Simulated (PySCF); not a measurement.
These 2 structures share the formula C6H7Cl. Theory: PySCF, PBE0-D3(BJ)/def2-SVP geometry optimisation, gas phase. Energies are electronic, without zero-point or thermal terms, for one conformer each. No frequencies were run at this level. Point groups hold within 0.08 Å.

Question: Order them by energy at this level, lowest first, and give relative energies in kJ/mol.
A. `[CH:1]#[C:2][CH2:3][C:4](=[CH2:5])[CH2:6][Cl:7]` with C2–C3–C4–C5 118°, C3–C4–C6–Cl7 -63°
B. `Cl[C@@H]1[C@@H]2C=CC[C@H]12`

Answer: B (0.0), A (149.7).

As drawn, the lower has a three-membered ring, which the higher lacks; the higher has a C≡C bond, which the lower lacks.

| SMILES | E (Eh) | E rel (kJ/mol) | dipole (D) | point group | A, B, C (MHz) |
| --- | --- | --- | --- | --- | --- |
| Cl[C@@H]1[C@@H]2C=CC[C@H]12 | -692.27523 | 0.0 | 1.67 | – | 3705, 1958, 1877 |
| C#CCC(=C)CCl | -692.21823 | 149.7 | 1.62 | C1 | 2762, 1492, 1110 |

How do the relative energies change in single points at PBE0/pcSseg-1 (no added dispersion term) on the same geometries?

| SMILES | PBE0-D3(BJ)/def2-SVP (kJ/mol) | PBE0/pcSseg-1 (kJ/mol) | shift |
| --- | --- | --- | --- |
| Cl[C@@H]1[C@@H]2C=CC[C@H]12 | 0.0 | 0.0 | 0.0 |
| C#CCC(=C)CCl | 149.7 | 128.8 | -20.9 |

Each column counts from its own lowest isomer. The order is unchanged; the largest shift is 20.9 kJ/mol.
